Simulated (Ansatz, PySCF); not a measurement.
CrOBr2, SMILES [O]=[Cr]([Br])[Br] (connectivity only; charge and spin as stated), neutral, multiplicity 3. Atoms are numbered in the order given.

```xyz
4

Cr     0.0000     0.0000    -0.6952
O      0.0000     0.0000    -2.2250
Br     0.0000    -1.9852     0.4677
Br     0.0000     1.9852     0.4677
```
Charge 0, spin multiplicity 3.

Geometry optimised at B3LYP-D3(BJ)/def2-SVP. The multiplicity is an assumed one; other spin states were not compared.

Two levels are set side by side: PBE-D3(BJ)/def2-SVP (Ansatz, a quantum-chemistry and plane-wave program) and B3LYP-D3(BJ)/def2-SVP (Ansatz). Each level has its own optimised geometry; the coordinates shown are those of the second. Frequencies come from the Hessian of PySCF at each geometry. Differences are taken from unrounded values.

```tsv
quantity	B3LYP-D3(BJ)
mean bond length (Å)	2.044
bond Cr1–O2 (Å)	1.530
bond Cr1–Br3 (Å)	2.301
bond Cr1–Br4 (Å)	2.301
highest harmonic wavenumber (cm⁻¹)	1123
mean harmonic wavenumber (cm⁻¹)	363
zero-point energy (kcal/mol)	3.11
```

Question: What does PBE-D3(BJ) give, and how far is it from B3LYP-D3(BJ)? (The exact figures need the calculation; the answer reports its results.)

Answer: 
```tsv
quantity	PBE-D3(BJ)	PBE-D3(BJ) minus B3LYP-D3(BJ)
mean bond length (Å)	2.043	-0.001
bond Cr1–O2 (Å)	1.542	0.012
bond Cr1–Br3 (Å)	2.293	-0.008
bond Cr1–Br4 (Å)	2.293	-0.008
highest harmonic wavenumber (cm⁻¹)	1105	-19
mean harmonic wavenumber (cm⁻¹)	356	-6
zero-point energy (kcal/mol)	3.06	-0.05
```

Here PBE gives about what the other level gives.
